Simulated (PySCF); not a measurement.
The vertical singlet excitations below were computed for one of the candidates. Theory: PySCF 2.14.0, density-fitted response routines, TDDFT wB97X-D/def2-SVPD, vertical, gas phase, core orbitals frozen in the response. Geometries: GFN2-xTB, one conformer each.

```tsv
state	ν̃ (cm⁻¹)	f	main configurations (H = HOMO, L = LUMO)
S1	29340	0.013	H→L (68%), H-1→L+1 (29%)
S2	32080	0.0042	H-2→L (96%)
S3	33360	0.020	H-3→L (55%), H-2→L+1 (42%)
S4	34050	0.0000	H-2→L+1 (55%), H-3→L (42%)
S5	34580	0.010	H→L+1 (59%), H-1→L (34%)
S6	35140	0.0042	H-3→L+1 (94%)
S7	38810	0.241	H-1→L (58%), H→L+1 (34%)
S8	39550	0.325	H-1→L+1 (64%), H→L (27%)
```

Question: Which structure fits?
A. `C#C[Si@@H]1C[SiH2][C@H](F)C1`
B. `C/C([SiH3])=P\C1CC1`
C. `CC1=PC(F)=PC=P1`
D. `Cc1ccccc1C#P`

Answer: C. Its S1, at 3.64 eV, is the lowest among the candidates; the nearest of the others has S1 at 3.91 eV. S1 is HOMO→LUMO (68%), HOMO-1→LUMO+1 (29%). Löwdin shares by element: HOMO phosphorus 37% or more, carbon 36% or more (atoms not listed hold the other 27%); LUMO phosphorus 40% or more, carbon 36% or more (atoms not listed hold the other 24%). At the same level the other candidates give, for their lowest levels:
- `Cc1ccccc1C#P`: 3.91 eV (f 0.000); 4.08 eV (f 0.181); 4.21 eV (f 0.000); 4.83 eV (f 0.018); 5.74 eV (f 0.408); T1 2.71 eV; HOMO -8.31, LUMO -0.32 eV
- `C#C[Si@@H]1C[SiH2][C@H](F)C1`: 6.16 eV (f 0.000); 6.40 eV (f 0.009); 6.41 eV (f 0.002); 7.26 eV (f 0.011); 7.62 eV (f 0.007); T1 5.16 eV; HOMO -9.97, LUMO 1.37 eV
- `C/C([SiH3])=P\C1CC1`: 4.38 eV (f 0.016); 5.01 eV (f 0.278); 5.24 eV (f 0.007); 6.67 eV (f 0.008); 6.73 eV (f 0.013); T1 2.68 eV; HOMO -8.67, LUMO 0.06 eV
Triplets come from the Tamm–Dancoff approximation.
